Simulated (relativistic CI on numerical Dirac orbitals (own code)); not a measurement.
Transition arrays of Ce XIV

These numbers are calculated, not measured: Dirac-Coulomb-Breit CI, orbitals from a KLI potential per configuration, model QED, valence Slater integrals scaled by 0.9, whole transition arrays (own radial code, finite nucleus).

Configuration list (outside the closed core [Ar] 3d10 4s2): 4p⁶4d⁹, 4p⁶4d⁸4f, 4p⁵4d¹⁰, 4p⁶4d⁸5p, 4p⁶4d⁸5f. Levels of other configurations are missing.

All E1 lines from the levels of 4p⁶4d⁹; mean and standard deviation are weighted by gf, and upper levels are sorted by their leading configuration.

| Upper configuration | Lines | Σgf | Mean (eV) | Mean (nm) | σ (eV) | Strongest line (nm) |
| --- | --- | --- | --- | --- | --- | --- |
| 4p⁶4d⁸4f | 82 | 93.7 | 142.61 | 8.694 | 2.25 | 8.666 |
| 4p⁵4d¹⁰ | 2 | 0.1 | 100.01 | 12.397 | 1.10 | 12.348 |
| 4p⁶4d⁸5p | 60 | 18.9 | 137.48 | 9.018 | 2.53 | 8.751 |
| 4p⁶4d⁸5f | 81 | 0.2 | 213.98 | 5.794 | 2.59 | 5.782 |

Σgf per state of the lower configuration in bins of 0.02 nm over the central range (centre: value): 8.45: 0.64, 8.67: 4.48, 8.69: 1.22, 8.75: 1.91, 8.77: 0.05, 8.79: 1.23, 8.89: 0.07, 8.93: 0.25, 9.01: 0.06, 9.03: 0.13, 9.07: 0.23, 9.11: 0.09, 9.13: 0.08, 9.15: 0.16, 9.19: 0.25.

Question: How do configuration mixing and the scaling of the Slater integrals move the arrays?

Answer: Slater scale 0.9, no configuration mixing: 4p⁶4d⁸4f 141.6 ± 3.6 eV (Σgf 93.1), 4p⁵4d¹⁰ 115.8 ± 7.9 eV (Σgf 5.1), 4p⁶4d⁸5p 136.3 ± 2.0 eV (Σgf 11.4), 4p⁶4d⁸5f 212.9 ± 2.4 eV (Σgf 2.5); Slater scale 1: 4p⁶4d⁸4f 145.7 ± 2.2 eV (Σgf 99.7), 4p⁵4d¹⁰ 98.7 ± 1.1 eV (Σgf 0.1), 4p⁶4d⁸5p 136.9 ± 2.3 eV (Σgf 15.1), 4p⁶4d⁸5f 214.3 ± 2.8 eV (Σgf 0.2); Slater scale 0.8: 4p⁶4d⁸4f 139.5 ± 2.4 eV (Σgf 75.6), 4p⁵4d¹⁰ 101.3 ± 1.1 eV (Σgf 0.1), 4p⁶4d⁸5p 137.8 ± 1.9 eV (Σgf 34.8), 4p⁶4d⁸5f 213.7 ± 2.4 eV (Σgf 0.3). With mixing, levels are counted to their leading configuration, so an array can shrink or vanish into another, and the sums then hold other lines.
